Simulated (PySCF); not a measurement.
C3H8As, SMILES [CH2][As](C)C, multiplicity 2. Geometry: PBE-D3(BJ)/def2-SVP. The isomer is the one that the SMILES or the coordinates give; other isomers of the formula were not compared.

The numbers are results of PBE-D3(BJ)/def2-SVP (PySCF), not measurements.

Harmonic wavenumbers (cm⁻¹): 138, 146, 175, 199, 205, 231, 496, 553, 569, 629, 704, 755, 820, 843, 864, 1200, 1214, 1308, 1380, 1382, 1390, 1392, 2979, 2981, 3060, 3093, 3093, 3098, 3099, 3179. Rotational constants (GHz): 5.059, 4.775, 3.385; symmetry number 1.

**Question.** Work out the zero-point energy and the ideal-gas rigid-rotor harmonic-oscillator thermochemistry at 298.15 K and 1 atm.

**Answer.** ZPE = ½ Σ hcν = ½ × 41177 cm⁻¹ = 246.29 kJ/mol. H − E(el) = 268.71 kJ/mol. Entropy in J/(mol K): translation 168.35, rotation 107.85, vibration 72.89, spin 5.76, total 354.86. G − E(el) = 162.91 kJ/mol. Cp = 116.58 J/(mol K). Modes under 150 cm⁻¹ make the vibrational entropy uncertain.
